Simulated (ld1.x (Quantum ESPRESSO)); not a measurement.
**Te (Z = 52), TM semilocal: configuration errors across variants**

```
Element                 : tellurium
Generator               : ld1.x (Quantum ESPRESSO) 7.5
Type                    : norm-conserving Troullier–Martins (semilocal form)
Functional              : PBE
Relativity              : scalar-relativistic
Frozen core             : [Kr] 4d10
Valence charge          : 6
Reference configuration : 5s2 5p4
Partial waves           : 5s (bound): rc 1.35 bohr; 5p (bound): rc 2.05 bohr
Local potential         : the p channel
Core correction         : a·sin(br)/r model core, default radius (core density twice the valence density)
```

All-electron excitation energies from the reference (eV): (1) 5s2 5p3 9.729; (2) 5s2 5p2 27.653; (3) 5s2 5p1 54.551; (4) 5s2 5p3.5 3.897; (5) 5s2 5p4.3 -1.469; (6) 5s1 5p5 9.255; (7) 5s0 5p6 18.701.

A semilocal file is local in each channel, so a ghost entry of none says nothing of the separable form that plane-wave codes build from it.

The default core radius of the base comes out at 1.51 bohr.

Errors AE − PS in meV (a dash: test not solved or not reliable):

| change | (1) | (2) | (3) | (4) | (5) | (6) | (7) | bound ghosts |
| --- | --- | --- | --- | --- | --- | --- | --- | --- |
| base | -2.8 | -14 | -50 | -1.0 | +0.4 | -20 | -93 | none |
| core correction a·sin(br)/r model core inside 0.62 bohr | -3.1 | -16 | -56 | -1.0 | +0.4 | -24 | -114 | none |
| core correction a·sin(br)/r model core inside 0.86 bohr | -3.1 | -16 | -55 | -1.0 | +0.4 | -24 | -114 | none |
| core correction a·sin(br)/r model core inside 1.10 bohr | -3.0 | -15 | -55 | -1.0 | +0.4 | -23 | -111 | none |
| core correction a·sin(br)/r model core inside 1.32 bohr | -3.0 | -15 | -53 | -1.0 | +0.4 | -22 | -103 | none |
| core correction a·sin(br)/r model core inside 1.58 bohr | -2.8 | -14 | -50 | -1.0 | +0.5 | -19 | -88 | none |

Problem. Give the same row for: core correction none.

Solution. -2.1, -2.1, +23, -0.9, +0.5, +17, +148; bound ghosts: none.
